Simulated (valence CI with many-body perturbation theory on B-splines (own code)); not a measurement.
# Au IX in three bases

Calculated by configuration interaction combined with many-body perturbation theory (CI+MBPT): three valence electrons over a frozen Dirac-Fock core [Xe] 4f14, radial functions for each j: 7 s, 7 p, 8 d, 6 f, 4 g, 1 h, with the one-electron correlation potential Σ1 (screened to all orders), the two-electron term Σ2, the three-electron term Σ3, Breit, model QED; selected single and double excitations, second order for the rest, scaled by the run's own slope (own B-spline code, finite nucleus).

No measured spectrum was set against this ion. As an estimate, terms of the open shell hold to 2 to 4 % of their energy, and close levels can change places; different configurations can be misplaced against each other by 1,000 to 8,000 cm⁻¹. Only levels of the ground parity were solved; by the run's estimate the other parity begins above the list, which can be wrong where configurations are misplaced.

The reference run has the lowest level (5d3/2^3) J=3/2 and an ionisation energy of 131.140 eV. Its largest variational space holds 7608 state functions.

Levels are named by their leading jj configuration (3d3/2^4 stands for four electrons in 3d with j = 3/2), which in mixed levels can hold well under half, so a name can repeat and another be missing. Letters in brackets count levels of one name in rising energy.

Changed runs:
A. basis 6 s, 6 p, 5 d, 5 f, 1 g
B. basis 5 s, 5 p, 4 d, 4 f

Excitation energies of the reference run in cm⁻¹, and shifts in cm⁻¹:

| Level | Reference | A | B |
| --- | --- | --- | --- |
| (5d3/2^2 5d5/2) J=5/2 | 12281 | -89 | -179 |
| (5d3/2^2 5d5/2) J=7/2 | 20149 | -30 | +20 |
| (5d3/2^2 5d5/2) J=3/2 | 21703 | +106 | +404 |
| (5d3/2^2 5d5/2) J=9/2 | 23716 | +88 | +403 |
| (5d3/2^2 5d5/2) J=1/2 | 25450 | +89 | +394 |
| (5d3/2 5d5/2^2) J=7/2 [a] | 36790 | +111 | +473 |
| (5d3/2 5d5/2^2) J=5/2 [a] | 38682 | +58 | +289 |
| (5d3/2 5d5/2^2) J=9/2 | 38716 | +57 | +429 |
| (5d3/2 5d5/2^2) J=3/2 [a] | 44455 | +122 | +397 |
| (5d3/2 5d5/2^2) J=1/2 | 46543 | +182 | +683 |
| (5d3/2 5d5/2^2) J=11/2 | 49400 | +219 | +1020 |
| (5d3/2 5d5/2^2) J=5/2 [b] | 53656 | +240 | +749 |
| Ionisation energy (eV) | 131.140 | -0.040 | -0.068 |
